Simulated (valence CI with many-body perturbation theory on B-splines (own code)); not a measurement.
## Energy levels of Mo21+

Computed by relativistic CI+MBPT: three valence electrons over a frozen Dirac-Fock core [Ar], a basis of 7 s, 7 p, 8 d, 6 f, 4 g, 1 h functions for each j, with the one-electron correlation potential Σ1, the two-electron term Σ2, the three-electron term Σ3, Breit, model QED; selected CI, second order for the rest, scaled by the run's own slope (own B-spline code, finite nucleus).

No measured levels were compared; by estimate terms of the open shell hold to 2 to 4 % of their energy, and close levels can change places. Only levels of the ground parity were solved; by the run's estimate the other parity begins above the list, which can be wrong where configurations are misplaced.

Levels 1 to 19 of 19, with energies above the lowest level, 3d3 4F_3/2. "Leading %" is the weight of the configuration and term that name the level; weights of strongly mixed levels are sums over their largest components and can fall short. In the jj column 3d3/2^4 stands for four electrons in 3d with j = 3/2. Lifetimes count E1, E2, E3, M1 and M2 decay at the calculated energies, and are blank where another channel may lead or the interval is too uncertain; long ones can be off by a factor of two.

```csv
No.,Configuration,Term,J,E (eV),Leading %,g,Leading jj,Lifetime
1,3d3,4F,3/2,0.000,89,0.446,3d3/2^3 (64 %),
2,3d3,4F,5/2,2.109,96,1.032,3d3/2^2 3d5/2 (88 %),5.12 ms
3,3d3,4F,7/2,4.055,93,1.213,3d3/2 3d5/2^2 (56 %),6.61 ms
4,3d3,4F,9/2,5.635,78,1.275,3d3/2 3d5/2^2 (44 %),21.0 ms
5,3d3,4P,3/2,7.323,54,1.449,3d3/2^2 3d5/2 (73 %),1.96 ms
6,3d3,4P,1/2,8.143,78,2.228,3d3/2^2 3d5/2 (93 %),13.7 ms
7,3d3,2G,7/2,10.084,91,0.915,3d3/2 3d5/2^2 (60 %),906 μs
8,3d3,2H,9/2,10.540,53,1.040,3d3/2^2 3d5/2 (56 %),1.17 ms
9,3d3,4P,5/2,11.015,92,1.566,3d3/2 3d5/2^2 (64 %),2.75 ms
10,3d3,2D,3/2,12.427,50,1.167,3d3/2 3d5/2^2 (91 %),387 μs
11,3d3,2P,1/2,13.288,78,1.103,3d3/2 3d5/2^2 (93 %),962 μs
12,3d3,2H,11/2,14.424,100,1.088,3d3/2 3d5/2^2 (100 %),2.98 ms
13,3d3,2D,5/2,15.329,91,1.211,3d3/2 3d5/2^2 (63 %),623 μs
14,3d3,2G,9/2,15.653,51,1.031,3d5/2^3 (68 %),602 μs
15,3d3,2P,3/2,17.632,60,1.192,3d5/2^3 (86 %),414 μs
16,3d3,2F,7/2,19.578,97,1.134,3d3/2 3d5/2^2 (84 %),1.04 ms
17,3d3,2F,5/2,19.724,91,0.888,3d3/2 3d5/2^2 (48 %),1.28 ms
18,3d3,2D,5/2,29.418,90,1.178,3d5/2^3 (56 %),181 μs
19,3d3,2D,3/2,29.524,100,0.800,3d3/2 3d5/2^2 (85 %),
```

Names give the largest LS component (configuration and term), which can be under half, so a name can repeat, a term be missing and a line seem to break the LS rules; names also repeat where a configuration has a term twice.

The ionisation energy to 3d2 3F_2 of the next ion comes out as 953.65 eV (NIST: 953 ± 4 eV (theoretical)). All 19 levels together are meant to be complete up to 30.705 eV.
